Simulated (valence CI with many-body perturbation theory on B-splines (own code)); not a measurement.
# Forbidden lines of Re XXVI

Level of theory: relativistic CI+MBPT: four valence electrons over a frozen Dirac-Fock core [Kr] 4d10, a basis of 8 s, 8 p, 9 d, 9 f, 6 g, 3 h, 2 i functions for each j, with the one-electron correlation potential Σ1, the two-electron term Σ2, the three-electron term Σ3, Breit, model QED; selected CI, second order for the rest, scaled by the run's own slope (own B-spline code, finite nucleus).

No measured spectrum was set against this ion. As an estimate, terms of the open shell hold to a few per cent of their energy, and close levels can change places. Core correlation moves these levels by up to 4300 cm⁻¹, and in measured spectra 5 to 20 % of such shifts remained as error; rates that hang on mixing are uncertain with them. Only levels of the ground parity were solved; by the run's estimate the other parity begins above the list, which can be wrong where configurations are misplaced.

Lines 1 to 50 of 120 in falling wavelength, among levels below 17.697 eV, chosen from the decays that carry over 1 % of a level's rate. Wavelengths and rates use the calculated energies, so an error of 2000 cm⁻¹ moves a line at 28240 Å by 56 % and its rate by three times that or more. S is in atomic units (e²a₀⁴ for E2 and M2, e²a₀⁶ for E3), for M1 in squared Bohr magnetons. Weak lines are less certain than strong ones. Lines between different terms over intervals too small for the method are left out, as are lines whose strength nearly cancels. Where a level lies close to another of its J and parity, the split of strength between their lines is uncertain.

Levels are named by their leading jj configuration (3d3/2^4 stands for four electrons in 3d with j = 3/2), which in mixed levels can hold well under half, so a name can repeat and another be missing. Letters in brackets count levels of one name in rising energy.

```csv
λ vac (Å),Upper,Lower,Type,A (s⁻¹),S (a.u.)
28240,(4f5/2^3 4f7/2) J=2 [a],(4f5/2^3 4f7/2) J=3 [a],M1,8.78e-01,3.67e+00
20970,(4f5/2^3 4f7/2) J=2 [b],(4f5/2^3 4f7/2) J=3 [a],M1,7.67e-01,1.31e+00
19050,(4f5/2^3 4f7/2) J=3 [a],(4f5/2^3 4f7/2) J=4 [a],M1,2.83e+00,5.08e+00
13800,(4f5/2^3 4f7/2) J=1 [a],(4f5/2^4) J=2,M1,1.79e+01,5.22e+00
12260,(4f5/2^2 4f7/2^2) J=0,(4f5/2^2 4f7/2^2) J=1,M1,1.89e+01,1.30e+00
12020,(4f5/2^3 4f7/2) J=8 [a],(4f5/2^2 4f7/2^2) J=7 [a],M1,1.65e+01,1.81e+01
10300,(4f5/2^2 4f7/2^2) J=4 [a],(4f5/2^3 4f7/2) J=3 [b],M1,1.11e+01,4.06e+00
10230,(4f5/2^3 4f7/2) J=1 [b],(4f5/2^2 4f7/2^2) J=2 [b],M1,1.24e+00,1.48e-01
9741,(4f5/2^2 4f7/2^2) J=7 [a],(4f5/2^2 4f7/2^2) J=6 [a],M1,5.66e+01,2.91e+01
9404,(4f5/2^3 4f7/2) J=1 [b],(4f5/2^4) J=0,M1,4.55e+01,4.21e+00
9269,(4f5/2^3 4f7/2) J=2 [a],(4f5/2^3 4f7/2) J=1 [a],M1,1.76e+01,2.60e+00
8826,(4f5/2^2 4f7/2^2) J=6 [c],(4f5/2^2 4f7/2^2) J=5 [a],M1,1.78e+01,5.88e+00
8497,(4f5/2^3 4f7/2) J=3 [b],(4f5/2^3 4f7/2) J=4 [a],M1,1.59e+01,2.53e+00
8322,(4f5/2^3 4f7/2) J=2 [b],(4f5/2^3 4f7/2) J=1 [a],M1,5.89e+00,6.30e-01
7835,(4f5/2^2 4f7/2^2) J=5 [b],(4f5/2^2 4f7/2^2) J=4 [b],M1,3.21e+01,6.30e+00
7677,(4f5/2^2 4f7/2^2) J=3 [b],(4f5/2^2 4f7/2^2) J=2 [a],M1,2.36e+01,2.78e+00
7572,(4f5/2^2 4f7/2^2) J=6 [a],(4f5/2^3 4f7/2) J=5 [a],M1,1.50e+02,3.15e+01
7309,(4f5/2^2 4f7/2^2) J=5 [c],(4f5/2^2 4f7/2^2) J=4 [b],M1,6.37e+01,1.01e+01
7268,(4f5/2^2 4f7/2^2) J=5 [a],(4f5/2^2 4f7/2^2) J=4 [a],M1,7.45e+01,1.17e+01
6898,(4f5/2^3 4f7/2) J=3 [a],(4f5/2^4) J=2,M1,6.91e+01,5.88e+00
6713,(4f5/2^2 4f7/2^2) J=3 [b],(4f5/2^2 4f7/2^2) J=4 [b],M1,7.64e+00,6.00e-01
6260,(4f5/2^3 4f7/2) J=5 [a],(4f5/2^4) J=4,M1,2.21e+02,2.21e+01
6163,(4f5/2^2 4f7/2^2) J=4 [a],(4f5/2^3 4f7/2) J=3 [a],M1,1.10e+02,8.57e+00
6054,(4f5/2^2 4f7/2^2) J=5 [a],(4f5/2^3 4f7/2) J=5 [b],M1,4.94e+01,4.47e+00
5669,(4f5/2^3 4f7/2) J=1 [b],(4f5/2^2 4f7/2^2) J=2 [a],M1,6.45e+00,1.31e-01
5544,(4f5/2^3 4f7/2) J=2 [a],(4f5/2^4) J=2,M1,5.10e+01,1.61e+00
5344,(4f5/2^3 4f7/2) J=5 [b],(4f5/2^3 4f7/2) J=4 [a],M1,1.34e+02,8.31e+00
5191,(4f5/2^3 4f7/2) J=2 [b],(4f5/2^4) J=2,M1,5.77e+01,1.50e+00
4878,(4f5/2^2 4f7/2^2) J=4 [b],(4f5/2^3 4f7/2) J=3 [b],M1,2.76e+02,1.07e+01
4864,(4f5/2^2 4f7/2^2) J=8 [a],(4f5/2^3 4f7/2) J=8 [b],M1,1.98e+01,1.44e+00
4758,(4f5/2^3 4f7/2) J=3 [b],(4f5/2^4) J=2,M1,1.56e+02,4.37e+00
4657,(4f5/2^2 4f7/2^2) J=4 [a],(4f5/2^3 4f7/2) J=4 [a],M1,1.23e+02,4.14e+00
4614,(4f5/2^2 4f7/2^2) J=9,(4f5/2^3 4f7/2) J=8 [b],M1,1.41e+02,9.73e+00
4570,(4f5/2^3 4f7/2) J=8 [b],(4f5/2^3 4f7/2) J=8 [a],M1,2.08e+02,1.25e+01
4470,(4f5/2^2 4f7/2^2) J=2 [a],(4f5/2^3 4f7/2) J=3 [b],M1,5.73e+01,9.49e-01
4146,(4f5/2^2 4f7/2^2) J=2 [a],(4f5/2^3 4f7/2) J=2 [b],M1,1.48e+02,1.96e+00
4015,(4f5/2^3 4f7/2) J=7,(4f5/2^2 4f7/2^2) J=7 [a],M1,1.69e+02,6.08e+00
3981,(4f5/2^2 4f7/2^2) J=4 [c],(4f5/2^2 4f7/2^2) J=4 [a],M1,2.86e+01,6.02e-01
3945,(4f5/2^2 4f7/2^2) J=2 [a],(4f5/2^3 4f7/2) J=2 [a],M1,3.45e+01,3.92e-01
3892,(4f5/2^2 4f7/2^2) J=3 [b],(4f5/2^2 4f7/2^2) J=4 [a],M1,6.99e+01,1.07e+00
3868,(4f5/2^2 4f7/2^2) J=8 [a],(4f5/2^3 4f7/2) J=7,M1,2.04e+02,7.43e+00
3823,(4f5/2^2 4f7/2^2) J=3 [a],(4f5/2^3 4f7/2) J=2 [a],M1,4.34e+02,6.30e+00
3800,(4f5/2^2 4f7/2^2) J=5 [b],(4f5/2^3 4f7/2) J=5 [b],M1,1.61e+02,3.61e+00
3701,(4f5/2^2 4f7/2^2) J=4 [b],(4f5/2^3 4f7/2) J=3 [a],M1,1.76e+01,2.97e-01
3591,(4f5/2^2 4f7/2^2) J=6 [c],(4f5/2^3 4f7/2) J=5 [b],M1,1.85e+02,4.13e+00
3587,(4f5/2^2 4f7/2^2) J=4 [c],(4f5/2^3 4f7/2) J=5 [b],M1,1.54e+02,2.36e+00
3518,(4f5/2^2 4f7/2^2) J=8 [b],(4f5/2^3 4f7/2) J=8 [b],M1,4.75e+02,1.30e+01
3461,(4f5/2^2 4f7/2^2) J=2 [a],(4f5/2^3 4f7/2) J=3 [a],M1,2.36e+02,1.82e+00
3443,(4f5/2^3 4f7/2) J=4 [a],(4f5/2^3 4f7/2) J=5 [a],M1,7.75e+01,1.06e+00
3397,(4f5/2 4f7/2^3) J=7 [a],(4f5/2^3 4f7/2) J=7,M1,2.82e+02,6.15e+00
```
